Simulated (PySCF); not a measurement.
Here is a job for PySCF.
```python
from pyscf import gto, scf, ci

mol = gto.Mole()
mol.atom = '''
    B    -0.32264403    0.18041159   -0.16795807
    F    -1.47651601   -0.43308098   -0.29772557
    F    -0.27807825    1.41419056   -0.61565959
    Cl    1.02379814   -0.57247318    0.53295628
'''
mol.basis = 'cc-pvdz'
mol.verbose = 4
mol.max_memory = 1800
mol.build()

mf = scf.RHF(mol)
mf.kernel()

myci = ci.CISD(mf, frozen=8)
myci.kernel()
print('E(CISD) = %.10f' % myci.e_tot)
```

Task: What does this run give for the nuclear repulsion energy, number of basis functions?

Result: 
```json
{
  "nuclear_repulsion_energy": "143.4521 Eh",
  "number_of_basis_functions": "60"
}
```
